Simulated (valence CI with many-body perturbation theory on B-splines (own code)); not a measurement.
Values are calculated unless marked as measured or tabulated.
## Ladder of approximations for Tl73+

Level of theory: relativistic CI+MBPT: six valence electrons over a frozen Dirac-Fock core [He], radial functions for each j: 9 s, 9 p, 8 d, 6 f, 3 g, 1 h, with the one-electron correlation potential Σ1 (screened to all orders), the two-electron term Σ2, the three-electron term Σ3, Breit, model QED; selected single and double excitations, second order for the rest, scaled by the run's own slope (own B-spline code, finite nucleus).

No measured spectrum was set against this ion. As an estimate, large intervals hold to a few tenths of a per cent, small ones and those within an open d or f shell to about a per cent. Among the levels kept, up to 1900 cm⁻¹ of a level comes from second order outside the variational space, and about a tenth of that is noise between levels of different J, which matters for small intervals.

Each rung adds one term. CI alone is the Dirac-Coulomb CI over the frozen core; QED comes last and gives the full result, which names the levels. Energies are above (2s^2 2p1/2^2 2p3/2^2) J=2 on the same rung, in eV.

Levels are named by their leading jj configuration (3d3/2^4 stands for four electrons in 3d with j = 3/2), which in mixed levels can hold well under half, so a name can repeat and another be missing. Letters in brackets count levels of one name in rising energy.

```csv
Level,CI alone,+ Σ1,+ Σ2,+ Σ3,+ Breit,Full
(2s^2 2p1/2^2 2p3/2^2) J=0,58,58,59,59,70,70
(2s^2 2p1/2 2p3/2^3) J=1,2153,2153,2153,2153,2132,2134
(2s^2 2p1/2 2p3/2^3) J=2,2182,2182,2182,2182,2151,2153
(2s 2p1/2^2 2p3/2^3) J=2,2633,2632,2632,2632,2627,2604
(2s 2p1/2^2 2p3/2^3) J=1,2725,2725,2724,2724,2723,2700
(2s^2 2p3/2^4) J=0,4360,4361,4361,4361,4316,4320
(2s 2p1/2 2p3/2^4) J=0,4799,4799,4799,4799,4773,4753
(2s 2p1/2 2p3/2^4) J=1,4846,4846,4846,4846,4814,4794
(2p1/2^2 2p3/2^4) J=0,5396,5396,5395,5395,5392,5347
(2s^2 2p1/2^2 2p3/2 3s) J=2,10383,10383,10383,10383,10369,10373
(2s^2 2p1/2^2 2p3/2 3s) J=1,10392,10392,10393,10392,10380,10383
(2s^2 2p1/2^2 2p3/2 3p1/2) J=1,10522,10522,10523,10522,10518,10515
(2s^2 2p1/2^2 2p3/2 3p1/2) J=2,10526,10526,10527,10526,10519,10516
(2s^2 2p1/2^2 2p3/2 3p3/2) J=3,11145,11145,11145,11145,11129,11127
(2s^2 2p1/2^2 2p3/2 3p3/2) J=1,11145,11145,11145,11145,11130,11128
(2s^2 2p1/2^2 2p3/2 3p3/2) J=2,11177,11177,11177,11177,11163,11160
(2s^2 2p1/2^2 2p3/2 3p3/2) J=0,11202,11203,11203,11203,11193,11190
(2s^2 2p1/2^2 2p3/2 3d3/2) J=2,11280,11280,11280,11280,11266,11262
(2s^2 2p1/2^2 2p3/2 3d3/2) J=3,11291,11292,11292,11292,11274,11271
(2s^2 2p1/2^2 2p3/2 3d3/2) J=1,11293,11293,11293,11293,11279,11275
(2s^2 2p1/2^2 2p3/2 3d3/2) J=0,11292,11293,11293,11293,11284,11281
(2s^2 2p1/2^2 2p3/2 3d5/2) J=4,11436,11436,11436,11436,11416,11413
(2s^2 2p1/2^2 2p3/2 3d5/2) J=2,11448,11448,11448,11448,11429,11426
(2s^2 2p1/2^2 2p3/2 3d5/2) J=3,11467,11467,11467,11467,11446,11443
(2s^2 2p1/2^2 2p3/2 3d5/2) J=1,11478,11478,11478,11478,11461,11458
(2s^2 2p1/2 2p3/2^2 3s) J=2 [a],12525,12526,12526,12526,12485,12491
(2s^2 2p1/2 2p3/2^2 3s) J=1 [a],12539,12540,12540,12540,12499,12505
(2s^2 2p1/2 2p3/2^2 3s) J=3,12564,12564,12565,12564,12510,12516
(2s^2 2p1/2 2p3/2^2 3s) J=2 [b],12572,12573,12573,12573,12520,12526
(2s^2 2p1/2 2p3/2^2 3s) J=0,12608,12608,12609,12608,12573,12579
(2s^2 2p1/2 2p3/2^2 3s) J=1 [b],12613,12614,12614,12614,12576,12582
```

How does the ionisation energy move along the ladder, and which term matters most?

CI alone 19866, + Σ1 19866, + Σ2 19867, + Σ3 19866, + Breit 19845, + QED 19842 eV. The largest step is Breit, -21 eV. NIST lists 19840 ± 90 eV (theoretical).
